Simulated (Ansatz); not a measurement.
Frontier orbitals of `[SiH3]N([SiH3])BCl`.

Charge 0, multiplicity 1. Geometry: relaxed with PBE0-D4/def2-TZVP. It is one conformer, not always the lowest. Basis def2-TZVPP, the Gaussian-basis code of Ansatz.

Orbital energies of one run (eV). Highest occupied ones, from the top: -9.76, -10.21, -11.06, -11.10, -11.34, -11.52, -11.56, -12.88, -13.56, -13.72, -15.19, -17.43, -17.62, -24.68. Empty: 0.54, 0.91, 1.92, 1.96, 2.05, 2.20.

(1) Which functional gave them?
A. r2SCAN
B. ωB97M-V
C. B3LYP
D. CAM-B3LYP

Results:

(1) D. HOMO energies: CAM-B3LYP -9.76, ωB97M-V -10.66, r2SCAN -7.47, B3LYP -8.20 eV.

B3LYP here is the variant with VWN-RPA as its local correlation; programs differ in this.
